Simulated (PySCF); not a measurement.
B3LYP has the VWN-RPA correlation part, as in Gaussian. Delta-SCF ions had no search for a lower state. Excitations are Tamm–Dancoff values on a coarser integration grid. The basis has no diffuse functions, so Rydberg states are missing or too high.

**H3ClSn, SMILES `[Cl][SnH3]` (charge 0, multiplicity 1)**

Computed with B3LYP-D3(BJ)/def2-TZVP run with PySCF 2.14.0.

```json
{
  "HOMO": "-8.34 eV",
  "dipole_moment": "2.56 D",
  "LUMO": "-1.23 eV",
  "HOMO–LUMO gap": "7.12 eV",
  "S1 excitation (TDA)": "6.00 eV",
  "S1 oscillator strength": "0.019",
  "T1 excitation (TDA)": "5.55 eV",
  "S1–T1 gap (TDA)": "0.44 eV",
  "vertical ionisation energy (Delta-SCF)": "10.86 eV",
  "total_energy": "-676.4356 Ha",
  "cost": "very roughly 40 core-seconds"
}
```

Bond lengths (Å): Cl1–Sn2 2.356, Sn2–H3 1.704, Sn2–H4 1.704, Sn2–H5 1.704. Bond angles (°): Cl1–Sn2–H3 106.0, Cl1–Sn2–H4 106.0, Cl1–Sn2–H5 106.0, H3–Sn2–H4 112.7, H3–Sn2–H5 112.7, H4–Sn2–H5 112.7.
